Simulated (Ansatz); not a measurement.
B₁₅N₁₅H₃₄, a nanocrystal cut from wurtzite BN (hydrogen-capped). Total charge 0; singlet. Geometry r2SCAN-D4/def2-SVP.

```xyz
64

B     0.339    2.017   -2.602
N    -0.084    0.534   -3.038
N     1.279    1.880   -1.388
B     1.661    0.373   -1.040
B     3.086    1.779    0.635
N     2.622    0.328    0.171
B    -0.723   -0.259   -1.828
N    -1.114   -1.714   -2.312
N     0.294   -0.354   -0.679
B     0.636   -1.864   -0.317
B     2.001   -0.463    1.405
N     1.594   -1.915    0.896
B    -1.762   -2.568   -1.121
N    -0.754   -2.555    0.045
B     1.003   -2.768    2.104
N    -0.996    2.704   -2.113
B     0.735    2.609   -0.082
N     1.739    2.471    1.082
B    -1.678    1.954   -0.879
N    -2.015    0.481   -1.368
N    -0.619    1.836    0.241
B    -0.284    0.337    0.640
B     1.079    1.726    2.338
N     0.691    0.274    1.827
B    -2.703   -0.282   -0.156
N    -3.039   -1.755   -0.672
N    -1.647   -0.408    0.966
B    -1.337   -1.914    1.379
B     0.058   -0.503    3.058
N    -0.296   -1.969    2.516
H     0.813    2.603   -3.562
H     0.808    0.074   -3.267
H    -0.644    0.544   -3.893
H     2.181    2.331   -1.575
H     2.174   -0.158   -2.038
H     3.589    2.382   -0.332
H     3.882    1.709    1.554
H     3.479   -0.158   -0.093
H    -0.238   -2.209   -2.529
H    -1.695   -1.749   -3.152
H     1.131   -2.436   -1.302
H     2.820   -0.550    2.296
H     2.457   -2.388    0.628
H    -2.064   -3.675   -1.533
H    -0.496   -3.511    0.313
H     0.707   -3.908    1.701
H     1.801   -2.833    3.022
H    -1.657    2.891   -2.869
H    -0.721    3.627   -1.753
H     0.495    3.798   -0.328
H     1.987    3.401    1.417
H    -2.698    2.541   -0.563
H    -2.712    0.560   -2.114
H    -0.938    2.269    1.117
H     1.874    1.682    3.257
H     0.056    2.351    2.671
H    -3.735    0.279    0.168
H    -3.789   -1.764   -1.365
H    -3.415   -2.251    0.146
H    -1.968    0.020    1.844
H    -2.385   -2.487    1.703
H     0.836   -0.583    3.989
H    -0.999    0.048    3.415
H    -0.700   -2.462    3.312
```

Single mean-field runs in def2-SVP are fitted with def2-universal-jkfit.

Question: Estimate the orbital energies around the gap (eV) in Ansatz with PBE-D4/def2-SVP, r2SCAN-D4/def2-SVP, PBE0-D4/def2-SVP.

Answer: 
```json
{"orbital": "HOMO−9", "PBE-D4/def2-SVP": "-6.59", "r2SCAN-D4/def2-SVP": "-6.93", "PBE0-D4/def2-SVP": "-7.97"}
{"orbital": "HOMO−8", "PBE-D4/def2-SVP": "-6.55", "r2SCAN-D4/def2-SVP": "-6.88", "PBE0-D4/def2-SVP": "-7.91"}
{"orbital": "HOMO−7", "PBE-D4/def2-SVP": "-6.20", "r2SCAN-D4/def2-SVP": "-6.55", "PBE0-D4/def2-SVP": "-7.60"}
{"orbital": "HOMO−6", "PBE-D4/def2-SVP": "-6.03", "r2SCAN-D4/def2-SVP": "-6.35", "PBE0-D4/def2-SVP": "-7.39"}
{"orbital": "HOMO−5", "PBE-D4/def2-SVP": "-5.98", "r2SCAN-D4/def2-SVP": "-6.31", "PBE0-D4/def2-SVP": "-7.35"}
{"orbital": "HOMO−4", "PBE-D4/def2-SVP": "-5.60", "r2SCAN-D4/def2-SVP": "-5.92", "PBE0-D4/def2-SVP": "-6.95"}
{"orbital": "HOMO−3", "PBE-D4/def2-SVP": "-5.34", "r2SCAN-D4/def2-SVP": "-5.63", "PBE0-D4/def2-SVP": "-6.66"}
{"orbital": "HOMO−2", "PBE-D4/def2-SVP": "-5.03", "r2SCAN-D4/def2-SVP": "-5.30", "PBE0-D4/def2-SVP": "-6.31"}
{"orbital": "HOMO−1", "PBE-D4/def2-SVP": "-4.85", "r2SCAN-D4/def2-SVP": "-5.14", "PBE0-D4/def2-SVP": "-6.14"}
{"orbital": "HOMO", "PBE-D4/def2-SVP": "-4.84", "r2SCAN-D4/def2-SVP": "-5.12", "PBE0-D4/def2-SVP": "-6.12"}
{"orbital": "LUMO", "PBE-D4/def2-SVP": "-1.60", "r2SCAN-D4/def2-SVP": "-0.95", "PBE0-D4/def2-SVP": "-0.72"}
{"orbital": "LUMO+1", "PBE-D4/def2-SVP": "-0.52", "r2SCAN-D4/def2-SVP": "0.16", "PBE0-D4/def2-SVP": "0.40"}
{"orbital": "LUMO+2", "PBE-D4/def2-SVP": "-0.36", "r2SCAN-D4/def2-SVP": "0.25", "PBE0-D4/def2-SVP": "0.56"}
{"orbital": "LUMO+3", "PBE-D4/def2-SVP": "0.25", "r2SCAN-D4/def2-SVP": "0.77", "PBE0-D4/def2-SVP": "1.20"}
{"orbital": "LUMO+4", "PBE-D4/def2-SVP": "0.54", "r2SCAN-D4/def2-SVP": "1.12", "PBE0-D4/def2-SVP": "1.50"}
{"orbital": "LUMO+5", "PBE-D4/def2-SVP": "0.59", "r2SCAN-D4/def2-SVP": "1.17", "PBE0-D4/def2-SVP": "1.55"}
```
